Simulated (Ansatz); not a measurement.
Species: C7H15, charge 0, multiplicity 2. It need not be the lowest isomer of its formula. SMILES: [CH2]CC(CC)CC
Geometry from a B3LYP-D3(BJ)/def2-TZVP (Ansatz, a first-principles code) optimisation:
```
C
H 1 1.0977
C 1 1.5340 2 107.22
H 3 1.0942 1 108.06 2 61.24
H 3 1.0944 4 105.75 1 -117.12
C 3 1.5262 4 109.03 5 -117.70
H 6 1.0911 3 111.91 4 173.21
H 6 1.0915 7 107.45 3 122.04
H 6 1.0930 7 107.58 8 115.71
C 1 1.5383 2 106.56 3 -121.86
H 10 1.0926 1 108.93 2 53.87
H 10 1.0931 11 106.00 1 116.11
C 10 1.5276 11 109.14 12 117.21
H 13 1.0914 10 110.51 11 -58.09
H 13 1.0914 14 107.35 10 122.10
H 13 1.0915 14 107.42 15 115.56
C 1 1.5396 2 106.86 10 -120.02
H 17 1.0946 1 109.95 2 -179.53
H 17 1.1029 18 104.74 1 -115.14
C 17 1.4833 18 110.13 19 -117.68
H 20 1.0809 17 121.43 18 27.76
H 20 1.0827 21 117.62 17 -171.92
```
Charge 0, spin multiplicity 2.

Property: atomisation energy (electronic, to ground-state atoms), in kJ/mol. Correlated levels leave the core frozen unless marked. UHF or UKS for open shells. No spin-orbit coupling. Non-relativistic. The coupled-cluster limit lacks core correlation, which all-electron functionals hold. CBS marks a two-point X^-3 extrapolation of the correlation energy; Hartree-Fock from the larger set. The bracket is a focal-point correction in the basis named.

```
level                                                     program  atomisation energy (kJ/mol)  minus last row
-------------------------------------------------  --------------  ---------------------------  --------------
HF/6-31G*                                                  Ansatz                       6628.2         -2053.2
HF/cc-pVDZ                                                 Ansatz                       6537.3         -2144.1
HF/cc-pVQZ                                                 Ansatz                       6629.0         -2052.4
SVWN5/def2-TZVPD                                           Ansatz                       9814.0          1132.6
PBE-D3(BJ)/def2-TZVPD                              Ansatz + dftd3                       8834.0           152.6
PBE-D4/def2-TZVPD                                  Ansatz + dftd4                       8830.2           148.8
BLYP-D3(BJ)/def2-TZVPD                             Ansatz + dftd3                       8625.0           -56.4
B97M-V/def2-TZVPD                                          Ansatz                       8683.2             1.8
B3LYP-D3(BJ)/def2-TZVPD                            Ansatz + dftd3                       8696.1            14.7
PBE0/def2-SVP                                              Ansatz                       8798.9           117.5
PBE0-D4/def2-TZVPD                                 Ansatz + dftd4                       8749.9            68.5
BHLYP-D3(BJ)/def2-TZVPD                            Ansatz + dftd3                       8527.4          -154.0
LC-wPBE-D3(BJ)/def2-TZVPD                          Ansatz + dftd3                       8724.9            43.5
B2PLYP-D4/def2-TZVPD                               Ansatz + dftd4                       8599.6           -81.8
MP2/6-31G                                                  Ansatz                       7605.4         -1076.0
MP2/cc-pVDZ                                                Ansatz                       8183.9          -497.5
RI-MP2/cc-pVQZ                                             Ansatz                       8672.2            -9.2
SCS-MP2/6-31G                                              Ansatz                       7613.4         -1068.0
CCSD(T)/STO-3G                                             Ansatz                       9165.1           483.7
CCSD(T)/6-31G                                              Ansatz                       7625.3         -1056.1
RI-MP2/CBS(cc-pVTZ,cc-pVQZ)+[CCSD(T)-MP2]/cc-pVTZ          Ansatz                       8681.4             0.0
```
